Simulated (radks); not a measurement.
Kr, configuration [Ar] 3d10 4s2 4p5 5p1 (not the ground configuration).

All-electron calculation, scalar-relativistic Kohn-Sham, SCAN, spin-polarised, spherical densities, finite nucleus; open shells are filled with parallel spins first; meta-GGA in the generalised Kohn-Sham scheme; Fermi nuclear charge, rms radius 4.1884 fm. Program: a radial shooting solver on a logarithmic mesh with Libxc functionals.

Energy parts (Ry):
total: -5581.06133
kinetic: 5708.93175
electron-nucleus: -13441.93361
Hartree: 2345.64045
exchange-correlation: -193.69993

Orbitals (lengths in bohr, moments of r in powers of bohr; r(max) is where P^2 peaks):
| orbital | occ. | eigenvalue (Ry) | r(max) |
|---|---|---|---|
| 1s up | 1 | -1043.864 | 0.02708 |
| 1s down | 1 | -1043.856 | 0.02708 |
| 2s up | 1 | -138.7557 | 0.1540 |
| 2s down | 1 | -138.7529 | 0.1540 |
| 2p up | 3 | -122.5595 | 0.1235 |
| 2p down | 3 | -122.5527 | 0.1235 |
| 3s up | 1 | -20.47225 | 0.4664 |
| 3s down | 1 | -20.46510 | 0.4665 |
| 3p up | 3 | -15.25129 | 0.4631 |
| 3p down | 3 | -15.24232 | 0.4633 |
| 3d up | 5 | -6.66407 | 0.4125 |
| 3d down | 5 | -6.65168 | 0.4125 |
| 4s up | 1 | -2.31074 | 1.333 |
| 4s down | 1 | -2.22022 | 1.331 |
| 4p up | 3 | -1.20564 | 1.515 |
| 4p down | 2 | -1.12154 | 1.514 |
| 5p up | 1 | -0.10534 | 6.442 |

The highest occupied level is 5p up at -1.433 eV. The spin density at the nucleus is 0.3411 e/bohr^3 (1s -0.1564, 2s 0.1147, 3s 0.2984, 4s 0.0843). The electron density at the nucleus is 5.01e+04 e/bohr^3 (large components only).
